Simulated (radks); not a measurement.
Values are calculated unless marked as measured or tabulated.
Q: The nitrogen anion N2-, [He] 2s2 2p5, held by a Watson sphere: a shell of charge +2 at radius R that stands for the Madelung well of a crystal (potential energy -2/R inside, -2/r outside, in hartree with lengths in bohr). Code: a radial shooting solver on a logarithmic mesh with Libxc functionals. Model: non-relativistic Kohn-Sham, r2SCAN, spin-polarised, spherical densities, point nucleus; open shells are filled with parallel spins first; meta-GGA in the generalised Kohn-Sham scheme.

| R (bohr) | e(2s down) (eV) | e(2p up) (eV) | e(2p down) (eV) | <r> 2p (bohr) | sum of <r^2> (bohr^2) | X-ray form factor at sin(theta)/lambda = 0.1 1/angstrom |
|---|---|---|---|---|---|---|
| 2.18 | -17.778 | -7.409 | -6.080 | 1.792 | 24.66 | 7.473 |
| 2.31 | -17.313 | -7.041 | -5.731 | 1.837 | 25.70 | 7.425 |
| 2.71 | -16.083 | -6.039 | -4.762 | 1.979 | 28.93 | 7.287 |
| 2.94 | -15.496 | -5.551 | -4.278 | 2.066 | 30.84 | 7.214 |
| 3.03 | -15.288 | -5.376 | -4.103 | 2.102 | 31.60 | 7.187 |
| 3.06 | -15.220 | -5.320 | -4.046 | 2.114 | 31.86 | 7.178 |

Estimate the row for R = 3.57 bohr.

A: e(2s down) (eV) -14.241; e(2p up) (eV) -4.523; e(2p down) (eV) -3.204; <r> 2p (bohr) 2.347; sum of <r^2> (bohr^2) 36.51; X-ray form factor at sin(theta)/lambda = 0.1 1/angstrom 7.033.
